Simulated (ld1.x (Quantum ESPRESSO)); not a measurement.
## Configuration tests for Pt (TM)

```
Element                 : platinum (Pt)
Generator               : ld1.x (Quantum ESPRESSO) 7.5
Type                    : norm-conserving Troullier–Martins (Kleinman–Bylander form)
Functional              : LDA (PZ)
Relativity              : scalar-relativistic
Frozen core             : [Kr] 4d10 4f14
Valence charge          : 18
Reference configuration : 5s2 5p6 5d9 6s0 6p0 (charge +1)
Partial waves           : 5s (bound): rc 0.50 bohr; 5d (bound): rc 1.75 bohr; 5p (bound): rc 1.05 bohr
Local potential         : the p channel
Core correction         : a·sin(br)/r model core inside 0.35 bohr
```

Energies are relative to the spin-unpolarised reference configuration 5s2 5p6 5d9 6s0 6p0; without spin polarisation the order of configurations can differ from experiment. Not all tests gave a result: 2 of 9 tests not solved or not reliable. Left out of the table: 5s2 5p6 5d9 6s0 6p0 (spin-polarised) (pseudo-atom not self-consistent, printed error -59 meV); 5s2 5p6 5d9 6s1 6p0 (spin-polarised) (pseudo-atom not self-consistent, printed error -2947 eV).

```
  valence configuration  charge  ΔE all-electron (eV)  error AE − PS (meV)
    5s2 5p6 5d9 6s1 6p0       0                -9.545                 -204
    5s2 5p6 5d8 6s0 6p0      +2                20.259                 -0.1
    5s2 5p6 5d7 6s0 6p0      +3                52.771                 -3.4
    5s2 5p6 5d8 6s1 6p0      +1                 1.872                 -259
5s2 5p6 5d9.5 6s0.5 6p0       0                -9.631                  -98
    5s2 5p6 5d8 6s2 6p0       0                -8.614                 -444
```

Problem. What are ΔE and the potential's error for 5s2 5p5 5d9 6s1 6p0?

Solution. ΔE = 52.894 eV all-electron; the error (AE − PS) is -320 meV.

A Bessel basis up to 400 Ry misses an occupied level by 0.71 Ry, so cutoffs and ghosts were not judged.
